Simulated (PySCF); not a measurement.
**Adding and removing an electron: TiSi**

r²SCAN; PySCF, no relativity, basis sets Ti def2-TZVPPD, Si def2-TZVPPD. Neutral (UKS): quintet (σ ↑, π ↑↑, δ ↑), Re = 2.425 Å, ωe = 374 cm⁻¹, HOMO -4.22 eV, LUMO -2.93 eV.

TiSi⁺ (UKS): sextet (σ ↑↑, π ↑↑, δ ↑), Re = 2.440 Å, ωe = 350 cm⁻¹. The energies at the minima are -1138.74684 hartree for TiSi and -1138.51106 for TiSi⁺.

Task: Work out the adiabatic ionisation energy, without and with harmonic zero-point energies (1 hartree = 27.2114 eV, 1 eV = 8065.5 cm⁻¹), and the change of the bond length.

Result: At r²SCAN: 0.23578 hartree = 6.416 eV between the minima; the zero-point term (350.0 − 374.0)/2 cm⁻¹ = -0.001 eV makes it 6.414 eV. Re changes by +1.5 pm against the neutral. The electron leaves a σ orbital; in so polar a molecule the change of length follows mostly from the change of the ionic charges.

De is left out where the level can put another filling of the metal’s s and d shells below the measured ground configuration, by anything from nothing to about 1 eV. With d or f electrons several states lie close, and the lowest PBE0 determinant need not be the measured ground state.
